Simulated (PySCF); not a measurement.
## Bond curve of AuH

Set-up: PySCF, scalar-relativistic core potentials, basis sets H def2-TZVPP, Au def2-TZVPP with ECP60. Energies in eV from H + Au (5d10 6s1) in their ground configurations at the same level. State: ¹Σ⁺ (singlet), closed shell.

All columns are PBEsol. A positive dipole means H(−)Au(+).

```tsv
R (Å)	E (eV)	μ (D)	Mulliken charge on H (basis-dependent)	HOMO (eV)	LUMO (eV)	Mayer bond order	⟨S²⟩
1.322	-2.820	0.99	-0.02	-6.51	-2.67	1.20	0.00
1.383	-3.157	1.00	-0.02	-6.50	-2.82	1.17	0.00
1.445	-3.344	1.01	-0.01	-6.48	-2.96	1.15	0.00
1.491	-3.410	1.02	-0.01	-6.48	-3.06	1.14	0.00
1.537	-3.425	1.03	-0.01	-6.47	-3.15	1.12	0.00
1.583	-3.401	1.03	-0.01	-6.47	-3.25	1.11	0.00
1.645	-3.321	1.03	-0.01	-6.47	-3.37	1.10	0.00
1.721	-3.165	1.04	-0.01	-6.46	-3.53	1.08	0.00
1.814	-2.926	1.04	-0.01	-6.47	-3.70	1.06	0.00
1.937	-2.562	1.05	-0.01	-6.48	-3.92	1.04	0.00
```

A fit through these points gives, at Re = 1.530 Å, μ = 1.03 D and dμ/dR = 0.104 D/Å; the reduced mass is 1.003 u.

**Question.** How strong is the fundamental in the double-harmonic approximation, I = 42.26·(dμ/dR)²/μred km/mol?

**Answer.** I = 42.26·(0.104)²/1.003 = 0.456 km/mol at PBEsol.

Spin–orbit coupling is left out.
